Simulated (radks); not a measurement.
Ionisation of the gold ion Au10+, [Xe] 4f14 5d1, to [Xe] 4f14 as the strength of local exchange is varied. All-electron calculation, scalar-relativistic Kohn-Sham, Slater X-alpha exchange (alpha = 2/3 is LDA exchange), no correlation, spin-polarised, spherical densities, point nucleus; open shells are filled with parallel spins first (spin-orbit coupling, left out, can overturn this in heavy ions). Program: a radial shooting solver on a logarithmic mesh with Libxc functionals.

| alpha | E(Au10+) (hartree) | exchange (hartree) | IE (eV) | -e of the level emptied (eV) | <r> of it (bohr) |
|---|---|---|---|---|---|
| 0.579 | -18921.9180 | -292.6577 | 162.70 | 153.55 (5d) | 1.194 |
| 0.589 | -18927.0022 | -297.7900 | 163.03 | 153.87 (5d) | 1.192 |
| 0.608 | -18936.6659 | -307.5486 | 163.65 | 154.49 (5d) | 1.190 |
| 0.613 | -18939.2098 | -310.1183 | 163.81 | 154.66 (5d) | 1.189 |
| 0.642 | -18953.9708 | -325.0351 | 164.76 | 155.61 (5d) | 1.186 |
| 0.667 | -18966.7048 | -337.9123 | 165.58 | 156.43 (5d) | 1.182 |
| 0.828 | -19048.9108 | -421.2357 | 170.92 | 161.79 (5d) | 1.162 |
| 0.993 | -19133.5164 | -507.3374 | 176.49 | 167.38 (5d) | 1.143 |

NIST Atomic Spectra Database: 168 +/- 1.4 eV (semi-empirical). The Delta-SCF value meets it near alpha = 0.75. Open shells are spherical and high-spin; term and fine-structure splittings are not resolved. Spin-orbit splitting is averaged out at the scalar-relativistic level.
